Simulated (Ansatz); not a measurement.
`C[SiH2]C(C)F`, charge 0, multiplicity 1.

**Question.** Give a relaxed structure at PBE0-D4/def2-TZVP (the Gaussian-basis code of Ansatz). (Best estimate.)

**Answer.** Ansatz gave: 
Z-matrix (Å, degrees):
```
C
Si 1 1.867
H 1 1.092 2 111.4
H 1 1.092 2 110.1 3 120.1
H 1 1.092 2 110.8 3 -120.2
C 2 1.904 1 110.5 3 -63.8
H 2 1.491 1 111.1 3 55.6
H 2 1.488 1 110.8 3 176.2
F 6 1.406 2 107.4 1 -60.1
C 6 1.510 2 114.8 1 61.0
H 6 1.097 2 109.6 1 -175.1
H 10 1.093 6 110.7 2 -177.7
H 10 1.092 6 111.4 2 -57.3
H 10 1.093 6 110.0 2 62.8
```
This is one stationary point; other conformers may exist.
